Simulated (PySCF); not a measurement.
## F³⁺ (fluorine, charge +3) across methods

[He] 2s2 2p2, high-spin 3P determinant. Computed with PySCF 2.14 in def2-TZVPPD (6s4p3d1f, 40 functions), with the non-relativistic Hamiltonian (point nucleus).

```csv
method,E (hartree),mean ε 2s α (eV),mean ε 2s β (eV),mean ε 2p α (eV),Σ⟨r²⟩ (bohr²),⟨S²⟩
wB97M-V,-95.5143,-99.107,-93.165,-80.658,3.580,2.001
PBE,-95.4102,-92.896,-87.655,-75.054,3.583,2.001
BHandHLYP,-95.5072,-100.77,-92.715,-81.914,3.572,2.002
r2SCAN,-95.4719,-94.612,-88.043,-76.397,3.569,2.002
PBE0,-95.4275,-96.928,-90.195,-78.482,3.575,2.001
UHF,-95.32084,-108.19,-96.113,-88.097,3.569,2.003
r2SCANh,-95.4733,-96.014,-88.987,-77.625,3.568,2.002
B3LYP,-95.4998,-96.080,-89.878,-77.964,3.577,2.001
```

Q: Estimate the same row for LDA.

A: E (hartree) = -94.8311; mean ε 2s α (eV) = -92.520; mean ε 2s β (eV) = -87.395; mean ε 2p α (eV) = -74.906; Σ⟨r²⟩ (bohr²) = 3.598; ⟨S²⟩ = 2.001.
